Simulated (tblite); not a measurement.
Species: CH₈GeO₂Si₂.
Numbering: `[SiH3:1][O:2][Ge@@H:3]1[CH2:4][SiH2:5][O:6]1` (hydrogens: H7, H8, H9 on Si1; H10 on Ge3; H11, H12 on C4; H13, H14 on Si5)

Computed with GFN2-xTB (tblite), gas phase: L-BFGS steps from a force-field or distance-geometry start until the largest atomic force falls under 0.01 eV/Å.

Geometry at step 30:
```
atom  x, y, z in Å
Si1     2.8212    0.0234   -0.1262
O2      1.3037   -0.1451   -0.6924
Ge3    -0.2801    0.5685   -0.5623
C4     -1.0882    0.2496    1.2119
Si5    -2.4393   -0.7078    0.2241
O6     -1.5980   -0.5752   -1.1669
H7      2.8182    0.1166    1.3416
H8      3.4894   -1.1815   -0.6097
H9      3.3576    1.2612   -0.7001
H10    -0.2675    1.7114   -1.5510
H11    -1.4012    1.0893    1.8174
H12    -0.4381   -0.4047    1.7903
H13    -2.6241   -2.0995    0.5899
H14    -3.6542    0.0933    0.1601
```

**Question.** What forces act on the atoms?

**Answer.** 
```json
{"atom": "Si1", "Fx (eV/Å)": "-0.022", "Fy (eV/Å)": "-0.037", "Fz (eV/Å)": "-0.066"}
{"atom": "O2", "Fx (eV/Å)": "0.017", "Fy (eV/Å)": "-0.032", "Fz (eV/Å)": "-0.021"}
{"atom": "Ge3", "Fx (eV/Å)": "0.123", "Fy (eV/Å)": "-0.049", "Fz (eV/Å)": "0.060"}
{"atom": "C4", "Fx (eV/Å)": "-0.102", "Fy (eV/Å)": "-0.018", "Fz (eV/Å)": "0.120"}
{"atom": "Si5", "Fx (eV/Å)": "0.078", "Fy (eV/Å)": "0.012", "Fz (eV/Å)": "-0.044"}
{"atom": "O6", "Fx (eV/Å)": "0.022", "Fy (eV/Å)": "-0.036", "Fz (eV/Å)": "-0.121"}
{"atom": "H7", "Fx (eV/Å)": "-0.027", "Fy (eV/Å)": "-0.007", "Fz (eV/Å)": "-0.079"}
{"atom": "H8", "Fx (eV/Å)": "-0.031", "Fy (eV/Å)": "0.026", "Fz (eV/Å)": "0.015"}
{"atom": "H9", "Fx (eV/Å)": "0.037", "Fy (eV/Å)": "-0.019", "Fz (eV/Å)": "0.043"}
{"atom": "H10", "Fx (eV/Å)": "-0.035", "Fy (eV/Å)": "0.083", "Fz (eV/Å)": "-0.002"}
{"atom": "H11", "Fx (eV/Å)": "0.020", "Fy (eV/Å)": "0.060", "Fz (eV/Å)": "0.035"}
{"atom": "H12", "Fx (eV/Å)": "-0.022", "Fy (eV/Å)": "0.084", "Fz (eV/Å)": "0.039"}
{"atom": "H13", "Fx (eV/Å)": "0.031", "Fy (eV/Å)": "-0.074", "Fz (eV/Å)": "0.029"}
{"atom": "H14", "Fx (eV/Å)": "-0.089", "Fy (eV/Å)": "0.006", "Fz (eV/Å)": "-0.008"}
```

The largest, 0.16 eV/Å, acts on C4; the rms over all components is 0.055 eV/Å. The forces sum to zero within rounding, as they must for an isolated molecule in no field.

**Question.** Give the force on C4 in Eh/bohr and in nN.

**Answer.** 0.159 eV/Å ÷ 51.422 = 0.00308 Eh/bohr, and 0.159 eV/Å × 1.602 = 0.25 nN.

**Question.** How far is this geometry from the end of the optimisation?

**Answer.** 0.190 eV above it, and 0.930 Å rms away after alignment. The bonds farthest from their final lengths, with half the difference of the two atoms' forces along the bond (positive lengthens):

| bond | now (Å) | final (Å) | force along bond (eV/Å) |
| --- | --- | --- | --- |
| Ge3–O6 | 1.847 | 1.856 | +0.06 |
| O2–Ge3 | 1.742 | 1.734 | -0.05 |
| Si5–H13 | 1.451 | 1.459 | +0.05 |
| Ge3–C4 | 1.975 | 1.984 | +0.07 |
| Si1–H9 | 1.466 | 1.460 | 0.00 |
| C4–Si5 | 1.928 | 1.933 | -0.03 |

The angle farthest from its final value is O2–Si1–H8, 103.1° against 110.5°.

The cost below is that of the whole relaxation. Time: 1.6 s. Hardware: an Arm Neoverse N1 with one thread, shared host.
